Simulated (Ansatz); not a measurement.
The same path of Cl2FGeH + ClH (7 atoms, charge 0, multiplicity 1) was run twice with different band settings. Lost on the way: Ge1–H2, Cl6–H7. Made: Ge1–Cl6, H2–H7.

The calculation used RKS BLYP/def2-SVP (Ansatz).

Relaxed end points:

```xyz
7
Properties=species:S:1:pos:R:3
Ge -0.017 -0.327 -0.167
H 0.299 -0.731 1.284
Cl 1.712 -0.368 -1.469
Cl -0.963 1.647 -0.262
F -1.190 -1.445 -0.830
Cl 1.630 2.051 2.409
H 0.648 2.424 1.633
```

```xyz
7
Properties=species:S:1:pos:R:3
Ge 0.565 0.836 -0.783
H -0.361 -0.463 2.955
Cl 1.671 -0.525 -2.045
Cl -1.050 1.776 -1.868
F -0.148 -0.107 0.508
Cl 1.867 2.304 0.120
H -0.424 -0.570 3.712
```

Common settings: movable images 7; climbing image yes; optimiser quadratic models (default); start path through a guess of the saddle point; force threshold 0.05 eV/Å; iteration limit 60; end points relaxed.

| run | spring |
| --- | --- |
| 1 | 5.0 eV/Å² |
| 2 | 0.1 eV/Å² |

Question: What does each run give, and how far can it be trusted?

Answer: Run 1: converged after 16 iterations, highest image 1.786 eV above the first end. Neighbouring images differ by up to 1.5 eV, so the band resolves the path poorly. A vibrational analysis at the climbing image gives one clearly imaginary mode, 1059i cm⁻¹: a first-order saddle point.
Run 2: converged after 17 iterations, highest image 1.786 eV above the first end. Neighbouring images differ by up to 1.4 eV, so the band resolves the path poorly. Another band between the same ends (7 images) ends at a top of the same energy, where a vibrational analysis finds 1 clearly imaginary mode.
The orbitals stay closed-shell, which can raise the energy where a bond breaks towards radicals; this wasn't checked here.
